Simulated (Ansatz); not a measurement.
Ansatz results at the PBE0-D4/def2-TZVP geometry: LUMO energy (PBE0/def2-TZVPP) 0.69 eV; HOMO energy (PBE/def2-TZVPP) -6.42 eV; LUMO energy (PBE/def2-TZVPP) -0.17 eV.

Each molecule was computed in one conformer, which needn't be the lowest.

Question: Which molecule gave them?
A. `O[CH2][GeH3]`
B. `CC(C)C=N`
C. `NC([SiH3])S[SiH3]`
D. `[GaH2][SbH][SeH]`

Answer: A. The others give `[GaH2][SbH][SeH]`: -2.11, -5.66, -2.87; `NC([SiH3])S[SiH3]`: -0.17, -5.71, -1.05; `CC(C)C=N`: 0.03, -5.88, -1.11.
